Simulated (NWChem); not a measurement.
Species: 1,3-disilacyclobutane (C2H8Si2); SMILES C1[SiH2]C[SiH2]1

```xyz
12

C      1.3589     0.0000     0.1559
Si     0.0000     1.3152    -0.0790
C     -1.3589     0.0000     0.1559
Si     0.0000    -1.3152    -0.0790
H      1.7455     0.0000     1.1889
H      2.2149     0.0000    -0.5335
H      0.0000     2.4462     0.9020
H      0.0000     1.8817    -1.4635
H     -1.7455     0.0000     1.1889
H     -2.2149     0.0000    -0.5335
H      0.0000    -2.4462     0.9020
H      0.0000    -1.8817    -1.4635
```
Atoms are numbered in this order, from 1.

All runs: NWChem. Pople sets run with spherical d functions. Coordinates come from a PBE0/def2-SVP optimisation. Level: PBE0/6-31+G*; rows give the wavelength of the field.

```json
[
 {"field": "static", "isotropic polarisability (bohr³)": "71.0", "anisotropy (bohr³)": "20.8"},
 {"field": "1065 nm", "isotropic polarisability (bohr³)": "?", "anisotropy (bohr³)": "?"},
 {"field": "589 nm", "isotropic polarisability (bohr³)": "73.6", "anisotropy (bohr³)": "22.6"}
]
```

Q: What belongs in the gaps?

A: 
- 1065 nm, isotropic polarisability (bohr³): 71.8
- 1065 nm, anisotropy (bohr³): 21.3
